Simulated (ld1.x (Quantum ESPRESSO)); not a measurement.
What one change does to a pseudopotential (Cl, TM)

Cl (Z = 17), norm-conserving Troullier–Martins (Kleinman–Bylander form), made with ld1.x (Quantum ESPRESSO) 7.5 (LDA (PZ), fully relativistic). Core [Ne], reference 3s2 3p4.5 (charge +0.5). Waves: 3s (bound): rc 1.25 bohr; 3p (bound): rc 1.50 bohr; 3d channel at 0.35 Ry: rc 1.30 bohr. Local part: all-electron potential smoothed inside 1.00 bohr (lloc = -1). Core correction: none.

Open shells are filled in proportion to 2j + 1 (rel_dist='average').

Change: wave 3s (bound): rc 1.25 bohr becomes 3s (bound): rc 1.58 bohr.

Cutoffs: the cutoffs (Ry, on a coarse ladder) from which the occupation-weighted sum of valence levels, in a spherical-Bessel basis at the reference potential, stays within 10 and 1 mRy of its value at 400 Ry; they do not see the model core or the augmentation charge, which bear on the density cutoff. Errors are all-electron minus pseudo energies relative to the spin-unpolarised reference configuration.

What does the change do?

The potential gets softer (45 Ry and 80 Ry → 35 Ry and 60 Ry); of the 7 tests that both files solve, the error grows in 5 and shrinks in 1 by more than 15 % and 0.3 meV (median size 3.0 → 3.5 meV); neither file shows a bound ghost. A larger radius leaves more room for a smooth pseudo-wave, so fewer plane waves are needed.

| quantity | base | changed |
| --- | --- | --- |
| cutoff, loose | 45 Ry | 35 Ry |
| cutoff, tight | 80 Ry | 60 Ry |
| loose cutoff by channel (10 mRy a level) | s 30 Ry, p 15 Ry | s 21 Ry, p 15 Ry |
| bound ghosts | none | none |
| error for 3s2 3p5, meV [ΔE -5.63 eV] | +1.5 | +1.7 |
| error for 3s2 3p4, meV [ΔE 8.34 eV] | +2.5 | +2.9 |
| error for 3s2 3p3, meV [ΔE 33.87 eV] | +35 | +41 |
| error for 3s1 3p6, meV [ΔE 6.41 eV] | +1.8 | +0.7 |
| error for 3s2 3p5.3, meV [ΔE -7.81 eV] | +3.0 | +3.5 |
| error for 3s2 3p1, meV [ΔE 124.63 eV] | +399 | +480 |
| error for 3s2 3p2, meV [ΔE 72.26 eV] | +143 | +170 |
